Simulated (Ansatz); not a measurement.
Species: C₂H₉OSi₂ (charge 0, doublet). It need not be the lowest isomer of its formula. 
Structure (B3LYP-D3(BJ)/def2-TZVP (Ansatz, a program for electronic structure) minimum search):
```
Si
O 1 1.6464
Si 2 1.6343 1 145.05
H 3 1.4787 2 108.48 1 177.21
H 3 1.4826 4 109.36 2 -120.58
H 3 1.4832 4 109.31 5 -118.79
H 1 1.4845 2 106.02 3 163.41
C 1 1.8421 7 110.25 2 118.64
H 8 1.0850 1 122.93 7 92.42
H 8 1.0850 9 114.25 1 177.29
C 1 1.8662 7 109.56 2 -119.27
H 11 1.0917 1 110.76 7 57.70
H 11 1.0920 12 108.21 1 -122.16
H 11 1.0929 12 107.95 13 -116.67
```
Charge 0, spin multiplicity 2.

Total electronic energies in hartree. Valence correlation only, unless marked. UHF or UKS for open shells. No spin-orbit coupling. Non-relativistic. CBS(X,Y): correlation extrapolated as X^-3; Hartree-Fock from the larger set.

| level | program | energy (Eh) |
|---|---|---|
| HF/cc-pV(Q+d)Z | Ansatz | -733.89212 |
| revPBE-D3(BJ)/def2-TZVPD | Ansatz + dftd3 | -735.80482 |
| PBE0/STO-3G | Ansatz | -726.71169 |
| PBE0/6-31G* | Ansatz | -735.39537 |
| PBE0-D4/def2-TZVP | Ansatz + dftd4 | ___ |
| BHLYP-D4/def2-TZVPD | Ansatz + dftd4 | ___ |
| r2SCAN0-D4/def2-TZVPD | Ansatz + dftd4 | -735.80483 |
| CAM-B3LYP-D4/def2-TZVPD | Ansatz + dftd4 | -735.91475 |
| CAM-B3LYP/def2-TZVPD | Ansatz | -735.90460 |
| LC-wPBE-D4/def2-TZVPD | Ansatz + dftd4 | -735.70115 |
| B2GP-PLYP-D4/def2-TZVPD | Ansatz + dftd4 | -735.47956 |
| MP2/6-31G | Ansatz | -733.94427 |
| CCSD/CBS(cc-pV(T+d)Z,cc-pV(Q+d)Z) | Ansatz | -734.8432 |
| CCSD(T)/6-31G | Ansatz | -734.00664 |
| CCSD(T)/CBS(cc-pV(T+d)Z,cc-pV(Q+d)Z) | Ansatz | -734.8797 |

**Question.** Complete the blanks.

**Answer.** 
- PBE0-D4/def2-TZVP, energy (Eh): -735.53843
- BHLYP-D4/def2-TZVPD, energy (Eh): -735.89733
